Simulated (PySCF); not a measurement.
A PySCF script (with the pyscf-properties extension) for the NMR shieldings of SMILES CC#[N+][BH2-]F, C₂H₅BFN, on a PBE0-D3(BJ)/def2-SVP geometry:

```python
import basis_set_exchange as bse
import numpy as np
from pyscf import gto, dft
from pyscf.prop import nmr

atoms = """
C     2.057772    0.020119    0.041576
C     0.616632   -0.098277    0.039012
N    -0.528614   -0.193187    0.028326
B    -2.131858   -0.331688   -0.016383
F    -2.564649   -0.200463    1.289707
H     2.376970    0.636458    0.894283
H     2.390894    0.499575   -0.890291
H     2.519519   -0.974570    0.121739
H    -2.277268   -1.449486   -0.506337
H    -2.446588    0.588210   -0.768454
"""
names = dict.fromkeys(["C", "N", "B", "F", "H"], "pcSseg-1")
basis = {el: gto.basis.parse(bse.get_basis(n, elements=[el], fmt="nwchem")) for el, n in names.items()}
mol = gto.M(atom=atoms, basis=basis, charge=0, verbose=0)
mf = dft.RKS(mol, xc="PBE0")
mf.grids.level = 2
mf.grids.alignment = dft.numint.BLKSIZE   # the property module wants whole blocks of grid points
mf.conv_tol = 1e-9
mf.kernel()

calc = nmr.RKS(mf)   # GIAO
C = mf.mo_coeff
Co = C[:, mf.mo_occ > 0]
resp = mf.gen_response(singlet=True, hermi=2)
def vind(x):   # induced exchange potential for any number of trial vectors
    d = np.einsum("pi,xij,qj->xpq", C, 2 * x.reshape(-1, C.shape[1], Co.shape[1]), Co, optimize=True)
    return np.einsum("xpq,pi,qj->xij", resp(d - d.transpose(0, 2, 1)), C, Co, optimize=True).ravel()
mo1, _ = nmr.rhf.solve_mo1(calc, with_cphf=vind)
sigma = calc.kernel(mo1)
for i, s in enumerate(sigma):   # ppm
    print("%2d %-2s %9.2f" % (i, mol.atom_pure_symbol(i), np.trace(s) / 3))
```

Q: What does it print?

A: 
```
 0 C     182.77
 1 C      64.50
 2 N      24.14
 3 B     107.60
 4 F     419.66
 5 H      28.93
 6 H      29.01
 7 H      29.00
 8 H      27.65
 9 H      27.65
```

These numbers come from an equivalent density-fitted implementation of the same equations, which agrees with the script to about 0.01 ppm for H and up to a few tenths of a ppm for heavy atoms, so last digits may differ.

Q: Turn these shieldings into chemical shifts. Chemical shifts δ = σref − σ; 13C (σ = 184.41 ppm), 1H (σ = 31.27 ppm) vs TMS; NH3 for 15N (σ = 265.67 ppm); BF3·OEt2 for 11B (σ = 100.73 ppm); CFCl3 for 19F (σ = 177.25 ppm), all at this level.

A: Averaging equivalent atoms: C 1: 119.9; C 0: 1.6; N 2: 241.5; B 3: -6.9; F 4: -242.4; H 8/9: 3.62; H 5/6/7: 2.29 ppm. Unscaled 19F shifts against computed CFCl3 carry errors that often reach 10 to 50 ppm. Experimental scales use liquid or dissolved standards, which lie at an offset from isolated NH3 (liquid NH3: subtract about 20 ppm). Unscaled 15N shifts of sp2 nitrogen come out 20 to 40 ppm too high even then.

Size and cost of the density-fitted run: 110 basis functions, 5.1 s wall time on 1 thread of an x86-64 server CPU, shared host.
